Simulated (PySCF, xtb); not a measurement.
BiF3, SMILES [F][Bi]([F])[F].

Harmonic wavenumbers (cm⁻¹) from GFN2-xTB run with xtb at its own minimum, in rising order: 138, 139, 161, 421, 421, 434.

Problem. What does PBE-D3(BJ)/def2-SVP in PySCF give at its own minimum? (Estimate from the structure and the level; the computed values follow.)

Solution. 157, 157, 177, 572, 572, 582. Paired by order, the mean absolute difference is 84 cm⁻¹ and the zero-point energies are 2.4 and 3.2 kcal/mol.
